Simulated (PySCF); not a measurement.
BH, SMILES [BH] (connectivity only; charge and spin as stated), neutral, multiplicity 1.

Geometry optimised at PBE0-D3(BJ)/def2-TZVPD.

Calculation: TDA-PBE/def2-TZVPD (PySCF).

Vertical excitations; the highest root listed may be one member of a degenerate set.  State labels are in the subgroup C2v.

Estimate the UV-visible absorptions. (Estimate from the structure and the level; the computed values follow.)


```
state  symmetry  energy (eV)  λ (nm)      f                    main pairs
-----  --------  -----------  ------  -----  ----------------------------
S1           B1         2.86     433  0.038    HOMO→LUMO (degenerate set)
S2           B2         2.86     433  0.038  HOMO→LUMO+1 (degenerate set)
S3           A1         5.65     220  0.101             HOMO→LUMO+2 100 %
S4           A1         7.98     155  0.009              HOMO→LUMO+3 84 %
S5           B2         8.35     148  0.039  HOMO→LUMO+6 (degenerate set)
S6           B1         8.35     148  0.039  HOMO→LUMO+5 (degenerate set)
S7           A1         8.51     146  0.376              HOMO→LUMO+4 84 %
S8           A2         8.52     146  0.000  HOMO→LUMO+7 (degenerate set)
S9           A1         8.52     146  0.000  HOMO→LUMO+8 (degenerate set)
S10          B2         8.89     139  0.136             HOMO→LUMO+10 97 %
T1           B1         0.98    1271      0    HOMO→LUMO (degenerate set)
T2           B2         0.98    1271      0  HOMO→LUMO+1 (degenerate set)
T3           A1         5.42     229      0             HOMO→LUMO+2 100 %
T4           A1         6.91     180      0              HOMO→LUMO+3 96 %
```
Triplets are in the Tamm–Dancoff approximation.
